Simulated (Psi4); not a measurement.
C3H5F3Si (SMILES C=CC[Si](F)(F)F), singlet, at a GFN2-xTB geometry, atoms displaced at random by about 0.03 Å a coordinate; PBE/STO-3G, gradient (Psi4).

Here is a job for Psi4.
```
memory 2 GB

molecule mol {
0 1
C     2.858854   -0.831877   -0.603616
C     1.994460   -0.416019    0.357709
C     1.034325    0.728813    0.090938
Si   -0.716377    0.217123    0.116917
F    -1.750030    1.395081   -0.030128
F    -1.083875   -0.729796   -1.167460
F    -1.173327   -0.669802    1.351904
H     2.905651   -0.343700   -1.633844
H     3.534570   -1.624500   -0.438083
H     2.007837   -0.879764    1.252850
H     1.332361    1.284497   -0.826145
H     1.235751    1.455731    0.913714
symmetry c1
no_reorient
no_com
}

set {
  basis sto-3g
  reference rks
}

gradient('pbe')
print_variables()
```

Question: Write the output that Psi4 gives for this input, abridged.

Answer: 
```
gradient() will perform analytic gradient computation.

   => Loading Basis Set <=

    Name: STO-3G
    Role: ORBITAL
    Keyword: BASIS

         ---------------------------------------------------------
                                   SCF
               by Justin Turney, Rob Parrish, Andy Simmonett
                          and Daniel G. A. Smith
                              RKS Reference
         ---------------------------------------------------------

  ==> Geometry <==

    Molecular point group: c1
    Full point group: C1

    Geometry (in Angstrom), charge = 0, multiplicity = 1:

       Center              X                  Y                   Z               Mass
    ------------   -----------------  -----------------  -----------------  -----------------
         C            2.858854000000    -0.831877000000    -0.603616000000    12.000000000000
         C            1.994460000000    -0.416019000000     0.357709000000    12.000000000000
         C            1.034325000000     0.728813000000     0.090938000000    12.000000000000
         SI          -0.716377000000     0.217123000000     0.116917000000    27.976926534650
         F           -1.750030000000     1.395081000000    -0.030128000000    18.998403162730
         F           -1.083875000000    -0.729796000000    -1.167460000000    18.998403162730
         F           -1.173327000000    -0.669802000000     1.351904000000    18.998403162730
         H            2.905651000000    -0.343700000000    -1.633844000000     1.007825032230
         H            3.534570000000    -1.624500000000    -0.438083000000     1.007825032230
         H            2.007837000000    -0.879764000000     1.252850000000     1.007825032230
         H            1.332361000000     1.284497000000    -0.826145000000     1.007825032230
         H            1.235751000000     1.455731000000     0.913714000000     1.007825032230

  Running in c1 symmetry.

  Rotational constants: A =      0.12103  B =      0.04311  C =      0.04278 [cm^-1]
  Rotational constants: A =   3628.47659  B =   1292.29397  C =   1282.38333 [MHz]
  Nuclear repulsion =  394.375501650192973

  Charge       = 0
  Multiplicity = 1
  Electrons    = 64
  Nalpha       = 32
  Nbeta        = 32

  ==> Algorithm <==

  SCF Algorithm Type is DF.
  DIIS enabled.
  MOM disabled.
  Fractional occupation disabled.
  Guess Type is SAD.
  Energy threshold   = 1.00e-08
  Density threshold  = 1.00e-08
  Integral threshold = 1.00e-12

  ==> Primary Basis <==

  Basis Set: STO-3G
    Blend: STO-3G
    Number of shells: 28
    Number of basis functions: 44
    Number of Cartesian functions: 44
    Spherical Harmonics?: true
    Max angular momentum: 1

  ==> DFT Potential <==

   => LibXC <=

    Version 7.1.2
    S. Lehtola, C. Steigemann, M. J. T. Oliveira, and M. A. L. Marques,  SoftwareX 7, 1–5 (2018) (10.1016/j.softx.2017.11.002)

   => Composite Functional: PBE <=

    PBE GGA Exchange-Correlation Functional

    J.P. Perdew et. al., Phys. Rev. Lett., 77(18), 3865-3868, 1996

    Deriv               =              1
    GGA                 =           TRUE
    Meta                =          FALSE

    Exchange Hybrid     =          FALSE
    MP2 Hybrid          =          FALSE

   => Exchange Functionals <=

    1.0000     XC_GGA_X_PBE

   => Correlation Functionals <=

    1.0000     XC_GGA_C_PBE

   => LibXC Density Thresholds  <==

    XC_GGA_C_PBE:  1.00E-12
    XC_GGA_X_PBE:  1.00E-15

   => Molecular Quadrature <=

    Radial Scheme          =       TREUTLER
    Pruning Scheme         =           NONE
    Nuclear Scheme         =       TREUTLER

    Blocking Scheme        =         OCTREE
    BS radius alpha        =              1
    Pruning alpha          =              1
    Radial Points          =             75
    Spherical Points       =            302
    Total Points           =         254183
    Total Blocks           =           1936
    Max Points             =            256
[...]
  @DF-RKS Final Energy:  -696.63948882656950
    Total Energy =                       -696.6394888265695045
[...]
         F           -1.173327000000    -0.669802000000     1.351904000000    18.998403162730
         H            2.905651000000    -0.343700000000    -1.633844000000     1.007825032230
         H            3.534570000000    -1.624500000000    -0.438083000000     1.007825032230
         H            2.007837000000    -0.879764000000     1.252850000000     1.007825032230
         H            1.332361000000     1.284497000000    -0.826145000000     1.007825032230
         H            1.235751000000     1.455731000000     0.913714000000     1.007825032230

  Nuclear repulsion =  394.375501650192973

  ==> Basis Set <==

  Basis Set: STO-3G
    Blend: STO-3G
    Number of shells: 28
    Number of basis functions: 44
    Number of Cartesian functions: 44
    Spherical Harmonics?: true
    Max angular momentum: 1

  ==> DFJKGrad: Density-Fitted SCF Gradients <==

    Gradient:                    1
    J tasked:                  Yes
    K tasked:                   No
    wK tasked:                  No
    Integrals threads:           1
    Schwarz Cutoff:          1E-12
    Fitting Condition:       1E-10

   => Auxiliary Basis Set <=

  Basis Set: (STO-3G AUX)
    Blend: DEF2-UNIVERSAL-JKFIT
    Number of shells: 218
    Number of basis functions: 674
    Number of Cartesian functions: 801
    Spherical Harmonics?: true
    Max angular momentum: 4

  ==> DFT Potential <==

   => LibXC <=

    Version 7.1.2
    S. Lehtola, C. Steigemann, M. J. T. Oliveira, and M. A. L. Marques,  SoftwareX 7, 1–5 (2018) (10.1016/j.softx.2017.11.002)

   => Composite Functional: PBE <=

    PBE GGA Exchange-Correlation Functional

    J.P. Perdew et. al., Phys. Rev. Lett., 77(18), 3865-3868, 1996

    Deriv               =              1
    GGA                 =           TRUE
    Meta                =          FALSE

    Exchange Hybrid     =          FALSE
    MP2 Hybrid          =          FALSE

   => Exchange Functionals <=

    1.0000     XC_GGA_X_PBE

   => Correlation Functionals <=

    1.0000     XC_GGA_C_PBE

   => LibXC Density Thresholds  <==

    XC_GGA_C_PBE:  1.00E-12
    XC_GGA_X_PBE:  1.00E-15

   => Molecular Quadrature <=

    Radial Scheme          =       TREUTLER
    Pruning Scheme         =           NONE
    Nuclear Scheme         =       TREUTLER

    Blocking Scheme        =         OCTREE
    BS radius alpha        =              1
    Pruning alpha          =              1
    Radial Points          =             75
    Spherical Points       =            302
    Total Points           =         254183
    Total Blocks           =           1936
    Max Points             =            256
    Max Functions          =             40
    Weights Tolerance      =       1.00E-15

  -Total Gradient:
     Atom            X                  Y                   Z
    ------   -----------------  -----------------  -----------------
       1        0.029969347490    -0.041202700307     0.018627042310
       2       -0.018957918161    -0.033684716015     0.114920709502
       3       -0.038105440123    -0.026593670933    -0.021731745034
       4       -0.000376115652     0.030654881614     0.037769253470
       5        0.032507152113    -0.047763910312    -0.000395730681
       6       -0.003799831590     0.006038464692     0.008846493156
       7        0.006239071749     0.020116369626    -0.039312888584
       8        0.002557225498     0.011234678739    -0.025508546119
       9       -0.027069832514     0.031660130031    -0.006601706562
      10        0.004094266032     0.040680722479    -0.087112864299
      11        0.005014723772     0.009293996383    -0.000352597945
      12        0.007808229098    -0.000646000733     0.001264202687

  Variable Map:
  ----------------------------------------------------------------------------
[...]
  Array Variable Map:
  ----------------------------------------------------------------------------
[...]
[...]
```
